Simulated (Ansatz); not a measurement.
Wavefunction ladder for `C=C[SiH](F)[SiH2]F`

Cartesian coordinates in Å:
```
C -1.669 -1.472 -0.709
C -0.654 -0.674 -1.030
Si -0.277 0.883 -0.106
F -1.439 1.121 0.981
Si 1.759 0.714 1.069
F 2.903 0.333 0.003
H -2.341 -1.236 0.111
H -1.876 -2.389 -1.252
H -0.006 -0.956 -1.859
H -0.263 2.053 -1.024
H 1.708 -0.365 2.091
H 2.156 1.987 1.725
```

Total charge 0; spin multiplicity 1. The geometry is a stationary point of PBE0-D4/def2-TZVP. It is one conformer, not always the lowest. Frozen core, restricted reference, Ansatz. CBS rows extrapolate triple and quadruple zeta; past MP2 they add the triple-zeta difference.

```csv
basis,HF (Eh),MP2 corr.,CCSD corr.,(T),CCSD(T) total
def2-TZVPP,-856.22545,-1.05568,-1.10362,-0.03907,-857.36814
def2-QZVPP,-856.25696,-1.14442,–,–,–
CBS(def2),-856.26130,-1.21015,-1.25809,as TZ,-857.55846
```
